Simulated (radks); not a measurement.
The numbers below are computed, except where a source is named.
The argon ion Ar+ inside a hard spherical wall (all orbitals vanish at R), configuration held at [Ne] 3s2 3p5 and not refilled when levels cross. Level of theory: non-relativistic Kohn-Sham, LDA (Slater exchange, VWN5 correlation), spin-unpolarised, spherical densities, point nucleus (a radial shooting solver on a logarithmic mesh with Libxc functionals). Eigenvalues in eV, with the zero of energy where the potential of the charges vanishes at infinity; a dash marks a level that is unbound or too diffuse for the functional's potential to be trusted. A positive occupied level is held by the wall or, in an anion where self-interaction has pushed it up, behind a barrier. The pressure on the wall is -dE/dV.

| R (bohr) | E (hartree) | kinetic (hartree) | e(2s) | e(2p) | e(3s) | e(3p) | e(4s, empty) | e(3d, empty) | pressure (GPa) |
|---|---|---|---|---|---|---|---|---|---|
| free | -525.35171 | 524.405 | -307.58 | -243.66 | -36.393 | -22.222 | -5.844 | -4.060 | 0 |
| 20 | -525.35171 | 524.405 | -307.58 | -243.66 | -36.393 | -22.222 | -5.844 | -4.060 | < 0.0001 |
| 15 | -525.35171 | 524.405 | -307.58 | -243.66 | -36.393 | -22.222 | -5.844 | -4.060 | < 0.0001 |
| 12 | -525.35171 | 524.405 | -307.58 | -243.66 | -36.393 | -22.222 | -5.839 | -4.056 | < 0.0001 |
| 8 | -525.35170 | 524.405 | -307.58 | -243.66 | -36.393 | -22.221 | -5.586 | -3.958 | 0.000422 |
| 7 | -525.35166 | 524.406 | -307.58 | -243.65 | -36.390 | -22.218 | -5.198 | -3.835 | 0.00579 |
| 6 | -525.35118 | 524.412 | -307.55 | -243.62 | -36.368 | -22.196 | -4.216 | -3.551 | 0.0798 |
| 5 | -525.34647 | 524.459 | -307.34 | -243.41 | -36.220 | -22.038 | -1.597 | -2.830 | 1.11 |
| 4 | -525.30197 | 524.797 | -306.07 | -242.13 | -35.359 | -21.080 | 6.127 | -0.677 | 16.3 |
| 3.5 | -525.19948 | 525.439 | -304.03 | -240.05 | -33.963 | -19.486 | 15.219 | 1.938 | 65.2 |
| 2.5 | -523.87971 | 531.440 | -289.73 | -225.43 | -22.929 | -6.859 | 69.532 | 17.881 | 1280 |
